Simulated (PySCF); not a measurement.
Correlation energy of Cl(2+) (chlorine, charge +2)

[Ne] 3s2 3p3, high-spin 4S determinant. Computed with PySCF 2.14 in aug-cc-pwCVDZ (6s5p3d, 36 functions), with no relativity, point nucleus. Frozen: 1s2; 13 electrons correlated.

MP2 pair energies summed by pair of shells (mhartree):

```tsv
pair	energy	share (%)
2p-2p	-85.96	38.3
3s-3p	-50.37	22.5
2s-2p	-22.68	10.1
3p-3p	-18.98	8.5
2p-3p	-16.29	7.3
2p-3s	-13.61	6.1
3s-3s	-7.67	3.4
2s-2s	-4.47	2.0
2s-3p	-2.52	1.1
2s-3s	-1.63	0.7
```

Total MP2 correlation energy: -224.16 mhartree.

Same-spin part -65.90 and opposite-spin part -158.26 mhartree; SCS-MP2 scales them by 1/3 and 6/5 to -211.88 mhartree.
